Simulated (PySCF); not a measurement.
Computed shifts of a molecule C3H10AlN, HF/pcSseg-1 run with PySCF, GIAO, gas phase, equivalent atoms averaged, in ppm (number of nuclei): ¹H: 4.41 (2), 3.35 (1), 2.89 (3), 2.65 (1), 1.42 (3). ¹⁵N: 69.7 (1). ¹³C: 45.8 (1), 36.4 (1), 20.2 (1). References: ¹H against TMS (σ = 31.99 ppm); ¹⁵N against NH3 (σ = 267.3 ppm); ¹³C against TMS (σ = 192.6 ppm), references at their B3LYP-D3(BJ)/def2-TZVP geometries, non-relativistic. Geometry: B3LYP-D3(BJ)/def2-SVP. Other conformers were not sampled.

**Question.** Which structure fits?
A) CC(C)[NH][AlH2]
B) CC[N](C)[AlH2]
C) C[NH][Al]([CH3])[CH3]
D) C[CH2][Al]([CH3])[NH2]

**Answer.** B, CC[N](C)[AlH2]
